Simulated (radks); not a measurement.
Values are calculated unless marked as measured or tabulated.
Task: The mean radii <r> (bohr) of the occupied orbitals of an atom or ion are listed with their occupations. Level of theory: Dirac Kohn-Sham, relativistic LDA (MacDonald-Vosko exchange, VWN5 correlation), spin-unpolarised, spherical densities, finite nucleus; Fermi nuclear charge, rms radius of each element as measured or else 0.836 A^(1/3) + 0.57 fm (a radial shooting solver on a logarithmic mesh with Libxc functionals).

orbital  occ.      <r>
1s1/2       2  0.01723
2s1/2       2  0.07199
2p1/2       2  0.05928
2p3/2       4  0.06766
3s1/2       2   0.1871
3p1/2       2   0.1772
3p3/2       4   0.1926
3d3/2       4   0.1677
3d5/2       6   0.1724
4s1/2       2   0.4126
4p1/2       2   0.4143
4p3/2       4   0.4464
4d3/2       4   0.4513
4d5/2       6   0.4614
4f5/2       6   0.4699
4f7/2       6   0.4749
5s1/2       2   0.8418

Name the element and its charge. Open shells, if any, fill j = l - 1/2 first.

Result: Z = 78, platinum, charge +18: Pt18+ in [Kr] 4d10 4f12 5s2. The 1s radius gives Z: for a bare nucleus <r> = (2 gamma + 1)/(2Z) with gamma = sqrt(1 - (Z/c)^2), 0.01695 bohr for Z = 78, and screening makes it slightly larger (0.01723 here). The occupations add up to 60, and the charge is Z minus that.
